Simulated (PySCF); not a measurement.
C₃H₇Si, SMILES C1[SiH]CC1, doublet at its PBE0/def2-SVP optimised geometry (Å):

```
11

C      0.5892     0.5347     0.4905
C     -0.8265     0.9385     0.0000
Si    -1.2014    -0.9328     0.0000
C      0.7071    -0.9328     0.0000
H      0.6232     0.5625     1.5914
H      1.3955     1.1955     0.1238
H     -0.7970     1.3522    -1.0204
H     -1.3955     1.6257     0.6419
H     -1.7624    -1.3925     1.3217
H      1.2692    -1.6257     0.6418
H      1.1185    -0.9851    -1.0205
```

Level of theory: unrestricted PBE0/def2-TZVP run with PySCF 2.14.0. Cells within 0.4 Å of a nucleus heavier than hydrogen are left out (blank, or x).

Map of the Laplacian of the electron density (e/bohr⁵), clipped to [-1.50, 1.50] on the plane z = 0.6 Å:

```
|555555555555555555555555555|
|555555555555555555555555555|
|555555555555555555555555555|
|555555555555555555555555555|
|555555555555555555555555555|
|555555555555555555555555555|
|555555555555555555555555555|
|555555553355555555555555555|
|555555550045555555555555555|
|555555554345555555555555555|
|555555555555544934555555555|
|55555555555554xxx5555555555|
|55555555555555xx85555555555|
|555555555555555345555555555|
|555555555555555455555555555|
|555555555765555555555555555|
|555555546985555545555555555|
|555555545765555533555555555|
|555555544555555530355555555|
|555555555555555552555555555|
|555555555555555555555555555|
|555555555555555555555555555|
|555555555555555555555555555|
|555555555555555555555555555|
|555555555555555555555555555|
|555555555555555555555555555|
|555555555555555555555555555|
```
Scale: ten equal steps from -1.50 (start of '0') to 1.50 (end of '9'), in the order '0123456789'; x runs from -4.00 to 4.00, y from -4.00 (bottom) to 4.00 (top).
